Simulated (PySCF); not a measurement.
Computed shifts of a molecule C₂H₉BN₂O, PySCF with B3LYP/pcSseg-1, GIAO, gas phase, equivalent atoms averaged, in ppm (number of nuclei): ¹H: 2.80 (6), 2.30 (1), 1.97 (1), 1.56 (1). ¹⁵N: 55.5 (1), 51.0 (1). ¹³C: 40.6 (1), 39.5 (1). References: ¹¹B against BF3 (σ = 86.3 ppm); ¹⁷O against H2O (σ = 333.8 ppm); ¹H against TMS (σ = 31.68 ppm); ¹⁵N against NH3 (σ = 265.5 ppm); ¹³C against TMS (σ = 181.3 ppm), references at their B3LYP-D3(BJ)/def2-TZVP geometries, non-relativistic. Geometry optimised at ωB97X-D3(BJ)/def2-SVP. One conformer was computed; it need not be the lowest.

Task: Which molecule gave these data?
A. CN(C)B(N)O
B. CNB(N)OC
C. COCB(N)N
D. CCOB(N)N

Result: A, CN(C)B(N)O
